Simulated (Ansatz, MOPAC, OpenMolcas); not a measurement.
BNH3OF (SMILES NB(O)F): methods side by side

BNH3OF: 7 atoms, total charge 0, spin state singlet. SMILES: `NB(O)F`. Geometry: relaxed at PBE0-D4/def2-TZVP. This is one conformer, not always the lowest.

Each level gives the HOMO–LUMO gap (eV). The values are calculated.

```
              level                    kind     program  value (eV)   CPU time
                PM7          semi-empirical       MOPAC       10.76  under 2 s
       HF/6-311+G**            Hartree–Fock      Ansatz       13.04      3.7 s
    SVWN5/6-311+G**                     LDA      Ansatz        5.85      5.2 s
     BLYP/6-311+G**                     GGA      Ansatz        5.53      6.8 s
    M06-L/6-311+G**                meta-GGA  OpenMolcas        6.38       52 s
  r2SCAN0/6-311+G**         hybrid meta-GGA      Ansatz        8.55       10 s
CAM-B3LYP/6-311+G**  range-separated hybrid      Ansatz        9.81      8.9 s
    wB97X/6-311+G**  range-separated hybrid      Ansatz       11.97       21 s
 PBE-QIDH/6-311+G**           double hybrid      Ansatz       11.23       10 s
```

The values span 5.53 to 13.04 eV. Orbital gaps aren't excitation energies, and those of double hybrids come from the SCF part alone; they tend to grow with the share of exact exchange. CPU times are rough (shared hosts, several kinds of processor): they show what a rung costs within a factor of a few.
